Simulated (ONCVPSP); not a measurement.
# Before and after: ONCV potential for S

sulfur, optimised norm-conserving Vanderbilt (ONCV), made with ONCVPSP 4.0.1 (PBE, scalar-relativistic). Core [He], reference 2s2 2p6 3s2 3p4. Waves: 2s+3s: rc 0.75 bohr, ncon 4, nbas 7, qcut 20.5 1/bohr, 2 projectors; 2p+3p: rc 0.80 bohr, ncon 4, nbas 7, qcut 17.3 1/bohr, 2 projectors; d scattering state at 0.29 Ha: rc 0.65 bohr, ncon 4, nbas 8, qcut 16 1/bohr, 2 projectors, debl 2.4 Ha. Local part: polynomial inside 0.40 bohr (lpopt 5, dvloc0 3 Ha). Core correction: Teter function, fcfact 3.5, rcfact 1.45.

All-electron outer shells of the reference configuration (PBE, scalar-relativistic, ld1.x):

| shell | level (eV) | outermost node (bohr) | outermost maximum (bohr) |
| --- | --- | --- | --- |
| 1s | -2405.94 | – | 0.06 |
| 2s | -211.71 | 0.13 | 0.39 |
| 2p | -156.51 | – | 0.33 |
| 3s | -17.26 | 0.60 | 1.40 |
| 3p | -7.01 | 0.58 | 1.61 |

Change: all radii but the core radius scaled by about 1.18 (s 0.88, p 0.94, d 0.78 bohr); local potential polynomial inside 0.48 bohr (lpopt 5, dvloc0 3 Ha).

Cutoffs: the cutoffs (Ha) at which the residual kinetic energy of the hardest occupied pseudo-wave falls to 1 and 0.1 mHa per electron; they do not see the model core or the augmentation charge, which bear on the density cutoff. Errors are all-electron minus pseudo energies relative to the spin-unpolarised reference configuration.

Task: What does the change do?

Result: The potential gets softer (125 Ha and 147 Ha → 109 Ha and 123 Ha); of the 4 tests that both files solve, the error grows in 1 and shrinks in 0 by more than 15 % and 0.3 meV (median size 6.5 → 6.5 meV); neither file shows a bound ghost. A larger radius leaves more room for a smooth pseudo-wave, so fewer plane waves are needed.

```csv
quantity,base,changed
"cutoff, loose",125 Ha,109 Ha
"cutoff, tight",147 Ha,123 Ha
loose cutoff by channel,"s 121 Ha, p 125 Ha","s 43 Ha, p 109 Ha"
bound ghosts,none,none
GHOST(+) flags under 300 eV,none,none
"error for 2s2 2p6 3s2 3p3, meV [ΔE 11.77 eV]",+0.7,+0.4
"error for 2s2 2p6 3s2 3p2, meV [ΔE 34.05 eV]",+3.1,+2.7
"error for 2s2 2p6 3s2 3p1, meV [ΔE 68.09 eV]",+10.0,+10
"error for 2s1 2p6 3s2 3p4, meV [ΔE 227.31 eV]",-378,-702
"rms error of d²Exc/dni dnj with the model core, mHa",2.57,2.20
```
